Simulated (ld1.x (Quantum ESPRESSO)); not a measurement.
## What one change does to a pseudopotential (Si, TM)

ld1.x (Quantum ESPRESSO) 7.5 input, shortened:

```
&input
   title='Si', zed=14., rel=1, dft='PBE', iswitch=3,
   config='[Ne] 3s2 3p2'
 /
 &inputp
   pseudotype=2, tm=.true., lloc=0,
   nlcc=.true.
 /
2
3P  2  1   2.00   0.00  2.05  2.05  0.0
3S  1  0   2.00   0.00  1.85  1.85  0.0
 &test
   configts(1)='3s2 3p2'
 /
```

Change: all radii but the core radius scaled by about 1.30 (s 2.40, p 2.66 bohr).

Cutoffs: the cutoffs (Ry, on a coarse ladder) from which the occupation-weighted sum of valence levels, in a spherical-Bessel basis at the reference potential, stays within 10 and 1 mRy of its value at 400 Ry; they do not see the model core or the augmentation charge, which bear on the density cutoff. Errors are all-electron minus pseudo energies relative to the spin-unpolarised reference configuration.

Question: What does the change do?

Answer: The potential gets softer (15 Ry and 35 Ry → 10 Ry and 25 Ry); of the 7 tests that both files solve, the error grows in 5 and shrinks in 2 by more than 15 % and 0.3 meV (median size 5.0 → 12.4 meV); neither file shows a bound ghost. A larger radius leaves more room for a smooth pseudo-wave, so fewer plane waves are needed.

| quantity | base | changed |
| --- | --- | --- |
| cutoff, loose | 15 Ry | 10 Ry |
| cutoff, tight | 35 Ry | 25 Ry |
| loose cutoff by channel (10 mRy a level) | p 6 Ry, s 12 Ry | p 6 Ry, s 8 Ry |
| bound ghosts | none | none |
| error for 3s2 3p1, meV [ΔE 7.74 eV] | +2.7 | +7.0 |
| error for 3s2 3p0, meV [ΔE 23.73 eV] | +19 | +39 |
| error for 3s1 3p0, meV [ΔE 57.70 eV] | +74 | +60 |
| error for 3s2 3p1.5, meV [ΔE 2.92 eV] | +0.4 | +1.3 |
| error for 3s1 3p3, meV [ΔE 6.81 eV] | -1.3 | -12 |
| error for 3s1 3p2, meV [ΔE 15.17 eV] | +5.9 | -0.5 |
| error for 3s0 3p4, meV [ΔE 13.78 eV] | -5.0 | -53 |
